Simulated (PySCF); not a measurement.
Species: C₄H₉F₃N₂Si.
Atom-mapped SMILES: `[F:1][CH2:2][C@@H:3]1[CH2:4][NH:5][Si@H:6]([CH:7]([F:8])[F:9])[NH:10]1`

Cartesian coordinates in Å at the GFN2-xTB level; atoms count from 1:
```
atom  x, y, z in Å
F1     2.0570   -2.1155   -0.8507
C2     1.9205   -1.0002   -0.0604
C3     1.2538    0.1252   -0.8585
C4     1.0571    1.3632    0.0240
N5    -0.2151    1.1854    0.6938
Si6   -1.3197    0.4223   -0.3801
C7    -2.4608   -0.7655    0.6237
F8    -3.0623   -1.6495   -0.2229
F9    -3.4788   -0.0606    1.1966
N10   -0.0613   -0.2631   -1.3109
H11    2.9261   -0.7213    0.2693
H12    1.2963   -1.2839    0.7914
H13    1.8891    0.3592   -1.7220
H14    1.8616    1.4514    0.7588
H15    1.0599    2.2607   -0.6058
H16   -0.4570    1.9474    1.3053
H17   -2.1918    1.2349   -1.2320
H18   -2.0004   -1.3605    1.4243
H19   -0.0842   -1.1202   -1.8361
```

NICS = −σ at a ghost point: NICS(0) at the centroid of the ring atoms, NICS(1) 1 Å to either side along the normal of their mean plane, zz for the tensor component along that normal. Level: GIAO PBE0/pcSseg-1 (PySCF, non-relativistic, gas phase) on the GFN2-xTB geometry, one conformer.

Ring bond lengths (Å), with Mayer bond orders in brackets: C3–C4 1.533 (1.00), C4–N5 1.449 (0.96), N5–Si6 1.719 (0.96), Si6–N10 1.709 (1.00), N10–C3 1.444 (0.95).

Question: Give the NICS values of each ring in ppm.

Answer: 
```csv
ring,type,NICS(0),"NICS(1), two faces","NICS(1)zz, two faces",rms pucker (Å),"centre to ring atoms, mean (Å)"
C3–C4–N5–Si6–N10,5-membered ring with 2 N and Si; formal bonds all single,-7.6,-3.1 / -2.5,-3.0 / -3.7,0.15,1.32
```

Question: What do they say, and how far can they be read as aromaticity?

Answer: 
- C3–C4–N5–Si6–N10: mean NICS(1)zz -3.4 ppm, shielded. C3, C4, Si6 have four or more neighbours, so the value isn't read as a sign of a π ring current.

Question: What are the shieldings of the ring atoms and their hydrogens in the same run (means over atoms taken as equivalent)?

Answer: 
| atoms | environment | σ isotropic (ppm) |
| --- | --- | --- |
| C3 | sp3 carbon bound to nitrogen | 129.7 |
| C4 | sp3 carbon bound to nitrogen | 140.4 |
| N5 | silicon-bound nitrogen | 244.3 |
| Si6 | SiH silicon | 374.7 |
| N10 | silicon-bound nitrogen | 238.4 |
| H13 | methine hydrogen | 28.00 |
| H14 | methylene hydrogen | 28.77 |
| H15 | methylene hydrogen | 28.21 |
| H16 | N–H hydrogen | 31.49 |
| H17 | Si–H hydrogen | 26.55 |
| H19 | N–H hydrogen | 30.08 |
